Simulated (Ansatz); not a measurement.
Reaction (hydrogenolysis of the Si–Cl bond): `[SiH3]O[SiH](S)Cl` + H₂ → `[SiH3]O[SiH2]S` + HCl

Calculated with Ansatz (gas phase, PBE0-D4/def2-TZVP geometries, no zero-point term in ΔE). CBS: MP2 limit from def2 TZ/QZ plus the TZ coupled-cluster correction, frozen cores. This one scheme is used for every species. DFT in def2-TZVPP. B3LYP here is the variant with VWN-RPA as its local correlation; programs differ in this. One conformer a species, not always the lowest.

`[SiH3]O[SiH](S)Cl`:

Z-matrix (Å, degrees):
```
Si
O 1 1.645
H 1 1.486 2 109.9
H 1 1.483 2 109.4 3 -120.3
H 1 1.481 2 107.9 3 119.9
Si 2 1.617 1 144.8 3 28.8
Cl 6 2.052 2 107.9 1 60.1
S 6 2.121 2 113.2 1 -61.8
H 6 1.472 2 109.0 1 179.0
H 8 1.345 6 93.8 2 73.0
```

H₂:

Z-matrix (Å, degrees):
```
H
H 1 0.746
```

`[SiH3]O[SiH2]S`:

Cartesian coordinates in Å:
```
Si -1.731 -0.145 0.098
O -0.264 0.108 0.793
Si 1.271 0.495 0.401
S 1.815 -0.170 -1.550
H -2.731 -0.230 1.189
H -1.721 -1.415 -0.671
H -2.077 0.977 -0.813
H 1.436 1.966 0.343
H 2.149 -0.116 1.423
H 1.854 -1.470 -1.212
```

HCl:

Z-matrix (Å, degrees):
```
Cl
H 1 1.279
```

(1) Is it downhill or uphill in electronic energy at CCSD(T)/CBS, and by how much? (Estimate.)

(2) What do these levels give: r2SCAN-D4, B3LYP-D4, ωB97X-V, PBE0, B3LYP, HF/def2-TZVPP, CCSD(T)/def2-TZVPP, HF/def2-QZVPP, MP2/def2-QZVPP, SCS-MP2/def2-QZVPP, HF/CBS(def2), CCSD/CBS(def2)? (An estimate is asked.)

Largest T1 diagnostic among the species: 0.011.

## Answers

(1) Computed: Uphill: ΔE = +85.5 kJ/mol.

(2) Ansatz gave: r2SCAN-D4 90.5, B3LYP-D4 85.4, ωB97X-V 83.5, PBE0 79.1, B3LYP 75.0, HF/def2-TZVPP 68.7, CCSD(T)/def2-TZVPP 79.5, HF/def2-QZVPP 68.9, MP2/def2-QZVPP 93.4, SCS-MP2/def2-QZVPP 86.1, HF/CBS(def2) 69.0, CCSD/CBS(def2) 81.4 kJ/mol.

In def2-TZVPP, CCSD(T) changes the Hartree–Fock value by +10.8 kJ/mol (the triples alone add +4.0 kJ/mol) and MP2 by +21.2 kJ/mol. The D4 term adds +10.4 kJ/mol with B3LYP and +5.6 kJ/mol with PBE0; it sums over pairs of atoms, weighted by their polarisabilities, and B3LYP, whose exchange is more repulsive, gets the larger term.
